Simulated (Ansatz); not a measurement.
Ansatz (a quantum-chemistry and plane-wave program) input (CCSD(T)/aug-cc-pV(D+d)Z):
A basis named .json is the Basis Set Exchange file of that set.

Ansatz 0.2 input:
```yaml
crystal:
  periodic: [false, false, false]
  atoms:
    - {symbol: C, position_ang: [-1.10298418, 0.04461010, 0.02624638]}
    - {symbol: Si, position_ang: [0.79384245, -0.02319156, -0.00715938]}
    - {symbol: H, position_ang: [-1.40932882, -0.59191163, -0.82029709]}
    - {symbol: H, position_ang: [-1.52739255, 1.03500244, -0.15848113]}
    - {symbol: H, position_ang: [-1.55916794, -0.38606960, 0.92153128]}
basis:
  gaussian:
    orbitals: aug-cc-pV_D+d_Z.json
magnetization: {spin_polarized: true, initial_magnetization: 1}
correlation: {method: ccsd_t, electrons: outside_noble_gas}
output: {forces: true}
```

End of the output:

```
determinant -8938.35016526 eV, -328.4783099421 hartree, with singles and doubles -8945.31277696 eV, -328.7341812025 hartree
determinant -8935.91549384 eV, -328.3888374177 hartree, with singles and doubles -8942.77585011 eV, -328.6409508602 hartree
determinant -8935.88735891 eV, -328.3878034778 hartree, with singles and doubles -8942.76149654 eV, -328.6404233765 hartree
determinant -8935.80338421 eV, -328.3847174648 hartree, with singles and doubles -8942.50493956 eV, -328.6309950813 hartree
determinant -8938.43308143 eV, -328.4813570548 hartree, with singles and doubles -8945.37906886 eV, -328.7366173847 hartree
determinant -8938.35016526 eV, -328.4783099421 hartree, with singles and doubles -8945.29911694 eV, -328.7336792059 hartree
6 core orbitals not correlated
reference -8938.43308143 eV, -328.4813570548 hartree; 6, 5 occupied and 70, 71 virtual orbitals, 837 factors
densities: 0.61 GiB planned
second order -5.95027948 eV of doubles, -0.00000000 eV of singles
coupled cluster: 0.42 GiB planned
cycle   1  -6.94598795 eV  change   -5.2e-7 eV  update   4.1e-6
cycle   2  -6.94598876 eV  change   -8.0e-7 eV  update   2.9e-6
cycle   3  -6.94598929 eV  change   -5.4e-7 eV  update   1.7e-6
cycle   4  -6.94598907 eV  change    2.2e-7 eV  update   6.9e-7
cycle   5  -6.94598901 eV  change    6.1e-8 eV  update   3.7e-7
cycle   6  -6.94598900 eV  change    1.3e-8 eV  update   2.6e-7
cycle   7  -6.94598901 eV  change   -1.6e-8 eV  update   1.7e-7
cycle   8  -6.94598906 eV  change   -5.0e-8 eV  update   1.1e-7
cycle   9  -6.94598910 eV  change   -4.1e-8 eV  update   6.0e-8
cycle  10  -6.94598911 eV  change   -1.1e-8 eV  update   3.7e-8
perturbative correction -0.22261663 eV, -0.0081810104 hartree
the calculation of the forces begins
Total energy: -8945.60168717 eV, -328.7447984571 hartree
Atom 0 at    -1.102984     0.044610     0.026246 Å, force     0.133162     0.039829     0.056325 eV/Å
Atom 1 at     0.793842    -0.023192    -0.007159 Å, force     0.369665    -0.014382    -0.008048 eV/Å
Atom 2 at    -1.409329    -0.591912    -0.820297 Å, force    -0.124867    -0.263390    -0.350241 eV/Å
Atom 3 at    -1.527393     1.035002    -0.158481 Å, force    -0.182140     0.424880    -0.081508 eV/Å
Atom 4 at    -1.559168    -0.386070     0.921531 Å, force    -0.195820    -0.186937     0.383472 eV/Å
Dipole moment:    -0.221311     0.011396     0.008484 e Å
```

It need not be the lowest isomer of its formula.
